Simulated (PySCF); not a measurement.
PySCF job for Ge(H)(F)(NH2)2 (FGeH5N2), SMILES [NH2][GeH]([NH2])[F], TDDFT-PBE/def2-SVPD. Coordinates come from a PBE0-D3(BJ)/def2-SVP optimisation. The structure was generated by enumeration, and PubChem lists no compound with its InChIKey, so it may never have been made. Other conformers were not sampled.

```python
import numpy as np
from pyscf import gto, scf, dft, tdscf

mol = gto.M(
    atom='''
    Ge   -0.05613100    0.18287957   -0.19533153
    N     1.34549399   -0.80414475   -0.75538910
    N    -1.34349501   -0.99609159    0.28855012
    F     0.23843809    1.05648931    1.29193039
    H    -0.34296574    1.27940353   -1.23299986
    H     1.64765730   -1.53707823   -0.12041839
    H     2.14671117   -0.30571961   -1.12870147
    H    -2.11171020   -0.60741718    0.82687438
    H    -1.70343599   -1.58808406   -0.45364613
    ''',
    basis='def2-SVPD',
    charge=0,
    spin=0,
    max_memory=1600,
    verbose=4,
)
mf = dft.RKS(mol, xc='pbe').density_fit(auxbasis='def2-universal-jkfit')
mf.grids.level = 3
mf.conv_tol = 1e-9
mf.max_cycle = 100
mf.kernel()
mf.grids = dft.Grids(mol).set(level=1).build(with_non0tab=True)  # coarser grid for the response kernel
td = tdscf.TDDFT(mf)
td.singlet = True
td.nstates = 10
td.conv_tol = 1e-4
td.positive_eig_threshold = 1e-6
td.kernel(x0=td.get_init_guess(mf, 15))
td.analyze()
tt = tdscf.TDA(mf)
tt.singlet = False
tt.nstates = 4
tt.conv_tol = 1e-4
tt.positive_eig_threshold = 1e-6
tt.kernel(x0=tt.get_init_guess(mf, 9))
tt.analyze(verbose=3)
```

Program output:

```
PySCF version 2.14.0

[INPUT] verbose = 4
[INPUT] num. atoms = 9
[INPUT] num. electrons = 60
[INPUT] charge = 0
[INPUT] spin (= nelec alpha-beta = 2S) = 0
[INPUT] symmetry False subgroup None
[INPUT] Mole.unit = angstrom
[INPUT] Symbol           X                Y                Z      unit          X                Y                Z       unit  Magmom
[INPUT]  1 Ge    -0.056131000000   0.182879570000  -0.195331530000 AA   -0.106072217098   0.345592301078  -0.369123095192 Bohr   0.0
[INPUT]  2 N      1.345493990000  -0.804144750000  -0.755389100000 AA    2.542615143348  -1.519613342007  -1.427478516482 Bohr   0.0
[INPUT]  3 N     -1.343495010000  -0.996091590000   0.288550120000 AA   -2.538837618620  -1.882340300083   0.545280700010 Bohr   0.0
[INPUT]  4 F      0.238438090000   1.056489310000   1.291930390000 AA    0.450582687764   1.996475449431   2.441394609103 Bohr   0.0
[INPUT]  5 H     -0.342965740000   1.279403530000  -1.232999860000 AA   -0.648111318709   2.417722274502  -2.330032047027 Bohr   0.0
[INPUT]  6 H      1.647657300000  -1.537078230000  -0.120418390000 AA    3.113621044140  -2.904656886731  -0.227557777461 Bohr   0.0
[INPUT]  7 H      2.146711170000  -0.305719610000  -1.128701470000 AA    4.056696179845  -0.577726333809  -2.132936654694 Bohr   0.0
[INPUT]  8 H     -2.111710200000  -0.607417180000   0.826874380000 AA   -3.990553932451  -1.147852113556   1.562566117620 Bohr   0.0
[INPUT]  9 H     -1.703435990000  -1.588084060000  -0.453646130000 AA   -3.219027491827  -3.001043936187  -0.857266943169 Bohr   0.0

nuclear repulsion = 320.267344344483
number of shells = 59
number of NR pGTOs = 223
number of NR cGTOs = 141
basis = def2-SVPD
ecp = {}


[settings echo left out]
init E= -2287.99564340388
  HOMO = -0.305826658304886  LUMO = -0.0415116070053552  gap/eV = 7.19238
cycle= 1 E= -2288.31783601654  delta_E= -0.322  |g|= 0.986  |ddm|= 3.64
  HOMO = -0.129919153261771  LUMO = 0.00589890956761607  gap/eV = 3.69580
cycle= 2 E= -2287.69904652336  delta_E= 0.619  |g|= 2.06  |ddm|= 3.64
  HOMO = -0.233413960393023  LUMO = -0.0183777630288029  gap/eV = 5.85143
cycle= 3 E= -2288.47449224326  delta_E= -0.775  |g|= 0.227  |ddm|= 2.57
  HOMO = -0.235258101174118  LUMO = -0.0174252443620051  gap/eV = 5.92753
cycle= 4 E= -2288.4816187572  delta_E= -0.00713  |g|= 0.0905  |ddm|= 0.265
  HOMO = -0.229013331207516  LUMO = -0.0160432284485128  gap/eV = 5.79521
cycle= 5 E= -2288.48272266349  delta_E= -0.0011  |g|= 0.0445  |ddm|= 0.145
  HOMO = -0.232074740856249  LUMO = -0.0168491082801991  gap/eV = 5.85659
cycle= 6 E= -2288.48315754725  delta_E= -0.000435  |g|= 0.00557  |ddm|= 0.0564
  HOMO = -0.231802126027032  LUMO = -0.0167581778226507  gap/eV = 5.85164
cycle= 7 E= -2288.48316562437  delta_E= -8.08e-06  |g|= 0.00115  |ddm|= 0.00899
  HOMO = -0.231909135044262  LUMO = -0.0168178189958645  gap/eV = 5.85293
cycle= 8 E= -2288.48316589577  delta_E= -2.71e-07  |g|= 0.00021  |ddm|= 0.00147
  HOMO = -0.23190542903938  LUMO = -0.0168186293424206  gap/eV = 5.85281
cycle= 9 E= -2288.48316590391  delta_E= -8.14e-09  |g|= 9.53e-05  |ddm|= 0.000365
  HOMO = -0.231914411482254  LUMO = -0.0168204320146383  gap/eV = 5.85301
cycle= 10 E= -2288.48316590581  delta_E= -1.9e-09  |g|= 3.16e-05  |ddm|= 0.00015
  HOMO = -0.231913075127208  LUMO = -0.016820368020706  gap/eV = 5.85297
cycle= 11 E= -2288.48316590604  delta_E= -2.25e-10  |g|= 6.6e-06  |ddm|= 4.88e-05
  HOMO = -0.231912168935775  LUMO = -0.0168198555929764  gap/eV = 5.85296
Extra cycle  E= -2288.48316590602  delta_E= 2.18e-11  |g|= 1.21e-05  |ddm|= 2.29e-05
converged SCF energy = -2288.48316590602
tot grids = 35320
Overwritten attributes  positive_eig_threshold  of <class 'pyscf.tdscf.rks.CasidaTDDFT'>


******** <class 'pyscf.tdscf.rks.CasidaTDDFT'> for <class 'pyscf.df.df_jk.DFRKS'> ********
nstates = 10 singlet
deg_eia_thresh = 1.000e-03
wfnsym = None
conv_tol = 0.0001
eigh lindep = 1e-12
eigh level_shift = 0
eigh max_cycle = 100


Excitation energies (eV)
[5.98356223 6.24649842 6.50068933 6.59797549 6.72510067 7.00655014
 7.18442333 7.26750012 7.97340474 8.00420971]

** Singlet excitation energies and oscillator strengths **
Excited State   1:      5.98356 eV    207.21 nm  f=0.0274
      30 -> 31        0.69483
Excited State   2:      6.24650 eV    198.49 nm  f=0.0345
      29 -> 31        0.67186
      30 -> 32        0.17938
Excited State   3:      6.50069 eV    190.72 nm  f=0.0369
      29 -> 31       -0.18391
      30 -> 32        0.61071
      30 -> 33        0.26005
      30 -> 34        0.10817
Excited State   4:      6.59798 eV    187.91 nm  f=0.0057
      29 -> 33        0.18424
      30 -> 32        0.24987
      30 -> 33       -0.63066
Excited State   5:      6.72510 eV    184.36 nm  f=0.0197
      29 -> 32       -0.64068
      29 -> 33       -0.16827
      30 -> 34        0.22401
Excited State   6:      7.00655 eV    176.95 nm  f=0.0605
      29 -> 32       -0.18970
      30 -> 32        0.11770
      30 -> 34       -0.64568
Excited State   7:      7.18442 eV    172.57 nm  f=0.0363
      29 -> 32       -0.16575
      29 -> 33        0.56536
      29 -> 34       -0.33300
      30 -> 33        0.12710
Excited State   8:      7.26750 eV    170.60 nm  f=0.0429
      29 -> 33       -0.30485
      29 -> 34       -0.60778
Excited State   9:      7.97340 eV    155.50 nm  f=0.0015
      28 -> 31        0.43251
      30 -> 35        0.54158
      30 -> 36       -0.11555
Excited State  10:      8.00421 eV    154.90 nm  f=0.0268
      28 -> 31       -0.53727
      30 -> 35        0.41718
      30 -> 36       -0.10379

** Transition electric dipole moments (AU) **
state          X           Y           Z        Dip. S.      Osc.
  1         0.2175     -0.3729      0.0271      0.1871      0.0274
  2        -0.3013     -0.0743     -0.3595      0.2256      0.0345
  3        -0.0351     -0.1124      0.4664      0.2314      0.0369
  4        -0.1643     -0.0207      0.0886      0.0353      0.0057
  5        -0.1732     -0.2538     -0.1587      0.1196      0.0197
  6        -0.2852     -0.4639      0.2367      0.3526      0.0605
  7         0.3385     -0.2282     -0.1994      0.2064      0.0363
  8        -0.1127      0.4644     -0.1121      0.2409      0.0429
  9         0.0631     -0.0558      0.0211      0.0075      0.0015
 10         0.0683      0.3564     -0.0713      0.1368      0.0268

** Transition velocity dipole moments (imaginary part, AU) **
state          X           Y           Z        Dip. S.      Osc.
  1         0.0494     -0.0897      0.0062      0.0105      0.0319
  2        -0.0760     -0.0177     -0.0921      0.0146      0.0423
  3        -0.0047     -0.0263      0.1183      0.0147      0.0410
  4        -0.0375     -0.0047      0.0250      0.0021      0.0057
  5        -0.0433     -0.0679     -0.0430      0.0083      0.0225
  6        -0.0734     -0.1187      0.0583      0.0229      0.0592
  7         0.0929     -0.0637     -0.0511      0.0153      0.0387
  8        -0.0262      0.1210     -0.0254      0.0160      0.0399
  9         0.0209     -0.0177      0.0090      0.0008      0.0019
 10         0.0225      0.1039     -0.0152      0.0115      0.0261

** Transition magnetic dipole moments (imaginary part, AU) **
state          X           Y           Z
  1         0.0554     -0.4349     -0.1341
  2        -0.0614     -0.2446      0.3113
  3        -0.0576     -0.0789     -0.6906
  4         0.4780     -0.3504     -0.2908
  5        -0.1027     -0.4647     -0.0957
  6         0.1441     -0.0807      0.0302
  7         0.2449      0.0829      0.0090
  8        -0.2433      0.0024     -0.1444
  9         0.1160      0.1753      0.4516
 10         0.2130      0.1067      0.2714
Overwritten attributes  positive_eig_threshold  of <class 'pyscf.tdscf.rks.TDA'>


******** <class 'pyscf.tdscf.rks.TDA'> for <class 'pyscf.df.df_jk.DFRKS'> ********
nstates = 4 triplet
deg_eia_thresh = 1.000e-03
wfnsym = None
conv_tol = 0.0001
eigh lindep = 1e-12
eigh level_shift = 0
eigh max_cycle = 100


Excitation energies (eV)
[5.66606694 5.97786801 6.17524332 6.38531314]

** Triplet excitation energies and oscillator strengths **
Excited State   1:      5.66607 eV    218.82 nm  f=0.0000
Excited State   2:      5.97787 eV    207.41 nm  f=0.0000
Excited State   3:      6.17524 eV    200.78 nm  f=0.0000
Excited State   4:      6.38531 eV    194.17 nm  f=0.0000
```

The calculation finished and met its thresholds.
